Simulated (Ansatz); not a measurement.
Ansatz (a program for electronic structure) input (RI-MP2/def2-QZVPPD):
A basis named .json is the Basis Set Exchange file of that set.

Ansatz 0.2 input:
```yaml
crystal:
  periodic: [false, false, false]
  atoms:
    - {symbol: Sn, position_ang: [-0.00000000, -0.00000000, -0.03464737]}
    - {symbol: H, position_ang: [0.00000000, 0.00000000, 1.73236848]}
basis:
  gaussian:
    orbitals: def2-QZVPPD.json
    fitting: {mean_field: def2-universal-jkfit, correlation: def2-QZVPPD-RIFIT.json}
magnetization: {spin_polarized: true, initial_magnetization: 1}
correlation: {method: mp2, electrons: outside_noble_gas}
```

End of the output:

```
integrals: 0.04 GiB planned
236 factors; integrals over basis functions are off by at most 3.2e0 eV
357 factors; integrals over basis functions are off by at most 7.7e-1 eV
mean field: 0.19 GiB planned
mean field evaluation 1: about -5820.2407 eV, gradient 5.5e0 eV
mean field evaluation 2: about -5820.5888 eV, gradient 2.2e0 eV
mean field evaluation 4: about -5820.6479 eV, gradient 3.0e-1 eV
mean field evaluation 8: about -5819.9636 eV, gradient 5.8e0 eV
mean field evaluation 16: about -5819.7349 eV, gradient 4.9e0 eV
mean field -5820.64983638 eV, -213.9049361089 hartree, gradient 6.8e-7 eV, S^2 0.765692; 4 other end points of the search recorded, 0 dependent functions left out
9 core orbitals not correlated
reference -5820.64983638 eV, -213.9049361089 hartree; 3, 2 occupied and 109, 110 virtual orbitals, 357 factors
second order -1.98368548 eV of doubles, -0.00000000 eV of singles
Total energy: -5822.63352186 eV, -213.9778352057 hartree
```

This state (charge 0, doublet) is run at the relaxed geometry of the species with charge 1 and multiplicity 1.
